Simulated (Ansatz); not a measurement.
`[SiH3]NB[SeH]` and `CBN[SiH3]` differ in one atom or group.

Ansatz, PBE0-D4/def2-TZVP geometries, multiplicity 1. Each molecule was computed in one conformer, which needn't be the lowest.

Scalar relativity is left out up to krypton. Spin–orbit coupling is left out; it splits and shifts lone-pair levels of the heavy atoms by tenths of an eV.

```tsv
property	`[SiH3]NB[SeH]`
LUMO energy (PBE/def2-TZVPP) / eV	-0.97
size of the dipole moment (B3LYP/def2-TZVPP) / D	1.91
HOMO–LUMO gap (PBE/def2-TZVPP) / eV	4.94
LUMO energy (B3LYP/def2-TZVPP) / eV	-0.22
LUMO energy (ωB97M-V/def2-TZVPP) / eV	1.71
HOMO energy (B3LYP/def2-TZVPP) / eV	-6.78
```

Task: Give the same properties after the change, and the shifts. (Estimate.)

Result: The calculation gave: 
```
                                        property  `CBN[SiH3]`  shift
               LUMO energy (PBE/def2-TZVPP) / eV        -0.83   0.14
size of the dipole moment (B3LYP/def2-TZVPP) / D         0.73  -1.18
             HOMO–LUMO gap (PBE/def2-TZVPP) / eV         6.14   1.20
             LUMO energy (B3LYP/def2-TZVPP) / eV        -0.07   0.15
           LUMO energy (ωB97M-V/def2-TZVPP) / eV         1.88   0.17
             HOMO energy (B3LYP/def2-TZVPP) / eV        -8.03  -1.25
```

With PBE0 the HOMO falls by 1.23 eV and the LUMO rises by 0.18 eV, so the gap widens by about 1.41 eV. PBE moves the HOMO by -1.06 eV and ωB97M-V by -1.41 eV. Dipoles are sizes alone; their direction can turn.

B3LYP here is the variant with VWN-RPA as its local correlation; programs differ in this.
